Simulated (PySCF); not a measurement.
Species: C₄H₉F₃Si₂.
Numbering: `[CH3:1][Si@H:2]1[CH2:3][Si@@H:4]([C:5]([F:6])([F:7])[F:8])[CH2:9]1` (hydrogens: H10, H11, H12 on C1; H13 on Si2; H14, H15 on C3; H16 on Si4; H17, H18 on C9)

The same species was optimised twice, with GFN2-xTB and with PBE0-D3(BJ)/def2-SVP (PySCF), and the same property calculations (PySCF, gas phase) were run on both structures.

```csv
coordinate,GFN2-xTB,PBE0-D3(BJ)/def2-SVP,change
C1–Si2 (Å),1.893,1.870,-0.023
Si2–C3 (Å),1.936,1.915,-0.021
Si2–C9 (Å),1.936,1.915,-0.021
Si4–C9 (Å),1.906,1.888,-0.018
C3–Si4 (Å),1.906,1.888,-0.018
Si4–C5 (Å),1.947,1.933,-0.014
C5–F6 (Å),1.350,1.342,-0.008
C5–F8 (Å),1.350,1.342,-0.008
C5–F7 (Å),1.351,1.351,0.000
Si2–C9–Si4 (°),91.2,87.4,-3.8
Si2–C3–Si4 (°),91.2,87.4,-3.8
C3–Si2–C9 (°),87.5,91.1,+3.6
C3–Si4–C9 (°),89.2,92.8,+3.6
Si4–C5–F7 (°),112.7,111.2,-1.5
F6–C5–F8 (°),105.9,107.2,+1.3
C5–Si4–C9 (°),108.0,109.4,+1.4
C3–Si4–C5 (°),108.0,109.0,+1.0
C3–Si4–C5–F6 (°),168,169,+1
```

Rotational constants: A = 1918, B = 760.6, C = 703.0 MHz (GFN2-xTB) against A = 1928, B = 785.7, C = 731.2 MHz (PBE0-D3(BJ)/def2-SVP). Point groups within 0.08 Å: Cs and Cs. Atoms that the bonding makes alike are paired by their places after alignment.

On the GFN2-xTB structure: HOMO (eV) -8.14 [PBE0/pcSseg-1]; LUMO (eV) -0.01 [PBE0/pcSseg-1]; dipole (D) 2.74 [PBE0/pcSseg-1]; GIAO shielding of C1 (ppm) 188.5 [PBE0/pcSseg-1]; GIAO shielding of Si2 (ppm) 356.5 [PBE0/pcSseg-1]; GIAO shielding of C3/C9 (mean) (ppm) 185.1 [PBE0/pcSseg-1]; GIAO shielding of Si4 (ppm) 362.6 [PBE0/pcSseg-1]; GIAO shielding of C5 (ppm) 46.4 [PBE0/pcSseg-1]; GIAO shielding of F6/F7/F8 (mean) (ppm) 250.5 [PBE0/pcSseg-1].

**Question.** What do these properties become on the PBE0-D3(BJ)/def2-SVP structure?

**Answer.** 
```csv
property,level,on GFN2-xTB,on PBE0-D3(BJ)/def2-SVP,change
HOMO (eV),PBE0/pcSseg-1,-8.14,-7.93,+0.21
LUMO (eV),PBE0/pcSseg-1,-0.01,0.24,+0.25
dipole (D),PBE0/pcSseg-1,2.74,2.28,-0.46
"energy, GFN2-xTB geometry as zero (kcal/mol)",PBE0/pcSseg-1,0.0,-2.8,-2.8
GIAO shielding of C1 (ppm),PBE0/pcSseg-1,188.5,185.8,-2.7
GIAO shielding of Si2 (ppm),PBE0/pcSseg-1,356.5,355.0,-1.5
GIAO shielding of C3/C9 (mean) (ppm),PBE0/pcSseg-1,185.1,189.0,+3.9
GIAO shielding of Si4 (ppm),PBE0/pcSseg-1,362.6,363.6,+1.0
GIAO shielding of C5 (ppm),PBE0/pcSseg-1,46.4,48.6,+2.2
GIAO shielding of F6/F7/F8 (mean) (ppm),PBE0/pcSseg-1,250.5,254.9,+4.4
```

The heavy atoms differ by 0.048 Å rms after alignment. Among bonds between heavy atoms C1–Si2 changes most (-0.023 Å). Changes are differences of the printed values. Neither structure is proved a minimum here.

Conformer computed: `[CH3:1][Si@H:2]1[CH2:3][Si@@H:4]([C:5]([F:6])([F:7])[F:8])[CH2:9]1`: C3–Si4–C5–F6 169°.
